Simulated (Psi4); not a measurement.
thioethanol (C₂H₆S), singlet, at a GFN2-xTB geometry. Base run: BLYP/6-31G* in Psi4.

Here is a job for Psi4.
```
memory 2 GB

molecule {
0 1
  C     1.52061639    0.69110205   -0.00537013
  C     0.01160357    0.83116525    0.00317706
  S    -0.76180616   -0.83788851    0.00077464
  H    -2.02039087   -0.40414507    0.00913826
  H    -0.33041049    1.34965505    0.89884698
  H    -0.33986788    1.35660473   -0.88474809
  H     1.98452811    1.67524859   -0.00399531
  H     1.85553895    0.14418625    0.87317856
  H     1.84618103    0.15106283   -0.89165625
}

set basis 6-31g*

energy('blyp')
print_variables()
```

Each row names what was changed in the base input (with any setting that the change needs).

```
change                    E (Eh)  dipole (D)  core-seconds (rough)
--------------------  ----------  ----------  --------------------
base                  -477.92709        1.79                     4
functional = wb97m-v  -477.91015        1.80                    90
functional = m11      -477.91311        1.88                     7
functional = b3lyp5   -477.88544        1.82                     5
functional = tpss     -478.02987        1.86                     9
functional = hse06    -477.77464        1.86                    10
functional = pbe0     -477.75124        1.87                     5
functional = m06-l    -477.97062        1.82                     7
functional = m06      -477.90445        1.77                     6
functional = revpbe   -477.89138        1.84                     6
functional = svwn     -476.51450        1.89                     4
functional = tpssh    -478.01850        1.87                    10
functional = m06-2x   -477.92041        1.82                     6
```

Total energies compare only within one method and basis.
